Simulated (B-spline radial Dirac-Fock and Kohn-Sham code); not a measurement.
Method: relativistic Hartree-Fock (Dirac-Fock) wave functions, averaged over the configuration. Computed with a B-spline atomic structure program.

**Question.** This computed X-ray form factor belongs to an atom or ion in its tabulated ground configuration. Which?

| sin θ/λ (Å⁻¹) | f₀ |
| --- | --- |
| 0.12 | 58.688 |
| 0.15 | 57.974 |
| 0.18 | 57.126 |
| 0.22 | 55.805 |
| 0.27 | 53.899 |
| 0.4 | 48.083 |
| 0.49 | 43.784 |
| 0.74 | 32.947 |
| 3.79 | 6.065 |

**Answer.** Ta¹³⁺, with 60 electrons in [Kr] 4d10 4f12 5s2. f₀ tends to the number of electrons as s goes to zero, which the first rows give only roughly, and the rate of fall reflects the nuclear charge, 73.

**Question.** This computed X-ray form factor belongs to an atom or ion in its tabulated ground configuration. Which?

```csv
sin θ/λ (Å⁻¹),f₀
0.07,26.898
0.16,26.476
0.19,26.265
0.53,21.971
0.79,17.548
0.97,14.632
1.46,8.992
2.19,5.796
3.29,3.908
```

**Answer.** Rh¹⁸⁺, with 27 electrons in [Ar] 3d9. f₀ tends to the number of electrons as s goes to zero, which the first rows give only roughly, and the rate of fall reflects the nuclear charge, 45.

**Question.** This computed X-ray form factor belongs to an atom or ion in its tabulated ground configuration. Which?

| sin θ/λ (Å⁻¹) | f₀ |
| --- | --- |
| 0.1 | 11.985 |
| 0.2 | 11.939 |
| 0.4 | 11.759 |
| 0.45 | 11.697 |
| 0.8 | 11.099 |
| 0.9 | 10.886 |
| 1 | 10.659 |
| 1.1 | 10.420 |
| 4 | 4.625 |

**Answer.** Nd⁴⁸⁺, with 12 electrons in [Ne] 3s2. f₀ tends to the number of electrons as s goes to zero, which the first rows give only roughly, and the rate of fall reflects the nuclear charge, 60.
